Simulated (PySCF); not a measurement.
AlGeH5O3, SMILES [OH][Al]([OH])[O][GeH3].

Geometry: PBE-D3(BJ)/def2-SVP. The structure was generated by enumeration; whether it is a known compound was not checked. One conformer was computed; it need not be the lowest.

The numbers are results of PySCF with PBE-D3(BJ)/def2-SVP, not measurements.

Frequencies are harmonic and unscaled.

| mode | ν (cm⁻¹) | IR (km/mol) | moving atoms (share of kinetic energy) |
|---|---|---|---|
| 1 | 35 | 0.0 | H 92 % |
| 2 | 41 | 1.0 | O 63 %, Ge 19 %, H 11 % |
| 3 | 43 | 0.3 | O 83 %, H 10 % |
| 4 | 193 | 15.5 | O 58 %, Ge 15 %, H 15 %, Al 13 % |
| 5 | 233 | 25.2 | O 67 %, Al 17 %, H 16 % |
| 6 | 265 | 0.3 | H 77 %, O 13 %, Al 10 % |
| 7 | 272 | 30.8 | Al 53 %, O 27 %, H 19 % |
| 8 | 332 | 228.8 | H 87 %, O 10 % |
| 9 | 455 | 29.7 | O 53 %, Ge 19 %, Al 19 %, H 10 % |
| 10 | 568 | 142.9 | H 76 %, O 24 % |
| 11 | 628 | 32.1 | H 81 %, O 14 % |
| 12 | 630 | 43.9 | H 89 % |
| 13 | 641 | 248.0 | H 81 %, O 13 % |
| 14 | 768 | 4.3 | O 74 %, Al 17 % |
| 15 | 836 | 53.5 | H 99 % |
| 16 | 842 | 111.8 | H 97 % |
| 17 | 844 | 259.8 | H 90 % |
| 18 | 935 | 112.9 | Al 50 %, O 41 %, H 9 % |
| 19 | 1003 | 278.3 | O 67 %, Al 23 %, H 10 % |
| 20 | 2045 | 118.5 | H 99 % |
| 21 | 2083 | 100.4 | H 99 % |
| 22 | 2086 | 139.5 | H 98 % |
| 23 | 3820 | 85.0 | H 94 % |
| 24 | 3826 | 53.2 | H 94 % |
